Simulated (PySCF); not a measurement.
Species: C4H9FGe.
SMILES with atom numbers: `[CH3:1][Ge@H:2]1[CH2:3][C@@H:4]([F:5])[CH2:6]1` (hydrogens: H7, H8, H9 on C1; H10 on Ge2; H11, H12 on C3; H13 on C4; H14, H15 on C6)

Geometry (PBE0-D3(BJ)/def2-SVP, Å), atoms numbered from 1 in this order:
```xyz
15
C4H9FGe angstrom
C      2.116    0.060    0.041
Ge     0.462   -0.099   -0.971
C     -0.948   -1.234   -0.153
C     -1.501    0.038    0.505
F     -0.862    0.200    1.727
C     -0.999    1.138   -0.440
H      2.734   -0.842   -0.079
H      2.699    0.929   -0.296
H      1.864    0.185    1.103
H      0.734   -0.274   -2.482
H     -0.719   -2.038    0.560
H     -1.632   -1.616   -0.926
H     -2.587    0.040    0.715
H     -1.694    1.297   -1.278
H     -0.807    2.097    0.061
```

Method used: core-valence-separated Tamm–Dancoff BHandHLYP/aug-pcX-1 (pcseg-1 on H, def2-SVPD on Ge) in PySCF, non-relativistic, gas phase, PBE0-D3(BJ)/def2-SVP geometry.

Computed carbon K-edge spectrum, Gaussian lines of 0.3 eV full width, highest printed point 100; it ends one width below the last computed root. BHandHLYP without relativity tends to put these K edges a few eV too low, so spacings mean more than positions.

photon energy (eV), absorption and a bar:
```
    284.7          1 
    284.8          5 #
    284.9         19 ######
    285.0         38 ###########
    285.1         42 ############
    285.2         28 ########
    285.3         23 #######
    285.4         38 ###########
    285.5         50 ###############
    285.6         40 ############
    285.7         29 #########
    285.8         45 #############
    285.9         82 ########################
    286.0        100 ##############################
    286.1         81 ########################
    286.2         62 ###################
    286.3         63 ###################
    286.4         57 #################
    286.5         33 ##########
    286.6         12 ####
    286.7          7 ##
    286.8         17 #####
```

Question: Where are the maxima, and which lines make them up?

Answer: 4 maxima:
- 285.1 eV: C3/C6 (sp3 carbon bound to germanium), 285.06 eV, f = 0.044, sum of 2, 99 % of the height at the exact maximum
- 285.5 eV: C3/C6 (sp3 carbon bound to germanium), 285.50 eV, f = 0.051, sum of 2, 98 % of the height at the exact maximum
- 286.0 eV: C1 (sp3 carbon bound to germanium), 286.00 eV, f = 0.048, 47 % of the height at the exact maximum; C3/C6 (sp3 carbon bound to germanium), 286.00 eV, f = 0.044, sum of 2, 42 % of the height at the exact maximum
- 286.3 eV: C1 (sp3 carbon bound to germanium), 286.38 eV, f = 0.047, sum of 2, 65 % of the height at the exact maximum; C3/C6 (sp3 carbon bound to germanium), 286.26 eV, f = 0.022, sum of 2, 29 % of the height at the exact maximum

Further lines of some strength in the range: C1, 285.84 eV, f = 0.017.

Roots within 0.03 eV on the same or equivalent atoms count as one line; shares under 12 % aren't listed.

Vibrational structure and lifetime widths aren't in the curve. The ionisation threshold wasn't computed; near and above it a finite basis only mimics Rydberg series and continuum. The BHandHLYP/aug-pcX-1 (pcseg-1 on H, def2-SVPD on Ge) calculation is non-relativistic and has no spin–orbit coupling, an omission that weighs most on germanium.

The run took about 40 s of CPU time (one thread, shared machine).

One conformer stands for the species.
